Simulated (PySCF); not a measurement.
**How good is the calculation?**

Bonds (- single, = double, # triple, : aromatic): O1-C2, C2-C3, C3-C4, C4-C5, C5-C6, C6-C7, C7-C2. O1 carries H8; C2 carries H9; C3 carries H10, H11; C4 carries H12, H13; C5 carries H14, H15; C6 carries H16, H17; C7 carries H18, H19. H10, H13, H15, H17, H18 are cis to O1 on the ring; H11, H12, H14, H16, H19 are trans to O1 on the ring.

The experiment to reproduce:  Coupling constants: ¹J(C2,C3) 35.8 Hz, ¹J(C3,C4) 33.0 Hz.

- spin–spin couplings from B3LYP/pcJ-1 (without the spin–dipole term)
- shielding tensors at PBE0/pcSseg-1 (GIAO)
- coordinates at the PBE0-D3(BJ)/def2-SVP level
- program: PySCF 2.14.0 with density-fitted response routines
- one computed conformer, no solvent, non-relativistic Hamiltonian, averaged over atoms made equivalent by symmetry, fast rotation or ring inversion

Q: Set the calculated values beside the experiment.

A: 
Coupling constants in Hz:
```tsv
coupling	reference	computed	source
¹J(C2,C3)	35.8	35.8	measured; liquid or solution; F. J. Weigert, PhD thesis, Caltech 1968 (Carbon-13 magnetic resonance spectroscopy)
¹J(C3,C4)	33.0	33.4	measured; liquid or solution; F. J. Weigert, PhD thesis, Caltech 1968 (Carbon-13 magnetic resonance spectroscopy)
```

2 of the 10 published NMR values on file for this molecule are compared.
